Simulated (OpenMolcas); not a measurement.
**3d ions of charge +4 along the row**

```json
{
  "Program": "OpenMolcas 26.06",
  "Method": "SS-CASPT2, IPEA 0.25 Eh, imaginary shift 0.1 Eh",
  "Basis": "ANO-R3",
  "Scalar Hamiltonian": "X2C, finite nucleus",
  "Spin-orbit coupling": "state interaction with AMFI integrals over the reference wave functions, term energies averaged over their components"
}
```

Active space: the 3d shell; CASPT2 also correlates the outermost closed s and p core shells.

B and C come from two terms' centres of gravity (d2, d8: 3P = 15B, 1G = 12B + 2C; d3, d7: 4P = 15B, 2G = 4B + 3C; d4, d6: 3G = 9B + 4C, 3H = 4B + 4C; d5: 4D = 17B + 5C, 4G = 10B + 5C, above the ground term), where all their levels are at least 80 % pure. ζ = ±2S·A comes from the whole width of the ground multiplet by E(J) = (A/2) J(J+1), where its levels are at least 85 % pure. Energies in cm-1.

| Ion | Configuration | Lowest level | Weight (%) | B | B measured | C | C measured | ζ | ζ measured |
| --- | --- | --- | --- | --- | --- | --- | --- | --- | --- |
| Cr4+ | 3d2 | 3F2 | 100 | 1065 | 1013 | 4582 | 4600 | 325 | 326 |
| Mn4+ | 3d3 | 4F 3/2 | 100 | 1095 | 1065 | 4246 | 4365 | 422 | 403 |
| Fe4+ | 3d4 | 5D0 | 100 | 1022 | 982 | 5101 | 5137 | 549 | 513 |
| Co4+ | 3d5 | 6S 5/2 | 100 | 1102 |  | 5406 |  |  |  |
| Ni4+ | 3d6 | 5D4 | 100 | 1282 | 1271 | 5413 | 5383 | 800 | 823 |
| Cu4+ | 3d7 | 4F 9/2 | 100 | 1316 | 1302 | 5345 | 5496 | 983 | 1008 |

Measured columns use the levels in Sugar and Corliss, J. Phys. Chem. Ref. Data 6, 317 (1977) (Cr4+); Corliss and Sugar, J. Phys. Chem. Ref. Data 6, 1253 (1977) (Mn4+); Corliss and Sugar, J. Phys. Chem. Ref. Data 11, 135 (1982) (Fe4+); Corliss and Sugar, J. Phys. Chem. Ref. Data 10, 197 (1981) (Ni4+); Sugar and Musgrove, J. Phys. Chem. Ref. Data 19, 527 (1990) (Cu4+).

The computed B goes from 1065 (Cr4+) to 1316 cm-1 (Cu4+), a factor of 1.24, though not at every step. It departs from the measured column by +1 to +5 %. The Trees term is left out, which lowers the B read from the levels of every ion, most for d4 to d6. The pair of terms that fixes B changes along the row, so steps between ions also reflect that choice.

The computed ζ goes from 325 (Cr4+) to 983 cm-1 (Cu4+), a factor of 3.02, rising at every step. It departs from the measured column by -3 to +7 %.

Term energies are means over components that CASPT2 splits; among the low terms the widest spread is 1000 cm-1 (3d7 2H, Cu4+). The CASPT2 spread within a term exceeds the gap to the next term for 3d3 2D(1) and 3d3 2P, 3d3 2P and 3d3 2H, so the order of their levels is uncertain, and so are names and mixing where such terms share a J (figures for Mn4+; the like holds for Fe4+, Cu4+). Some levels mix across a computed gap that differs much from the measured one, so their mixing is not that of the real levels (holds for Cu4+). Computed and measured levels are paired by configuration, term and J; levels that our copy of the source lacks, or whose pairing is in doubt (as where it misses far off the trend of its configuration), stay unpaired and out of the deviations. Only configurations of the active space appear.

A number in round brackets counts repeated terms of one configuration in the order of the reference energies.
